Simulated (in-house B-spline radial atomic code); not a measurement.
Zn¹⁶⁺: [Ne] 3s2 3p2

All numbers are computed (non-relativistic PBEsol, spin-polarised, spherical fractional occupations; point nucleus) with an all-electron radial atomic-structure program (B-spline basis), not measured.

Z_r = [3n² - l(l+1)]/(2<r>); Z_e = n√(-2ε); the last column is Slater's effective charge. Values are occupation-weighted means over spin.

| shell | electrons | ε (eV) | <r> (bohr) | Z_r | Z_e | Slater |
| --- | --- | --- | --- | --- | --- | --- |
| 1s | 2 | -9984 | 0.05113 | 29.34 | 27.09 | 29.70 |
| 2s | 2 | -1701.8 | 0.2275 | 26.38 | 22.37 | 25.85 |
| 2p | 6 | -1572.1 | 0.1974 | 25.34 | 21.50 | 25.85 |
| 3s | 2 | -593.08 | 0.5835 | 23.14 | 19.81 | 20.15 |
| 3p | 2 | -554.97 | 0.5704 | 21.91 | 19.16 | 20.15 |

The least bound orbital is 3p up at -555 eV, while the most diffuse is 3s down (<r> = 0.5844 bohr against 0.5704 bohr): energy order and size order differ.
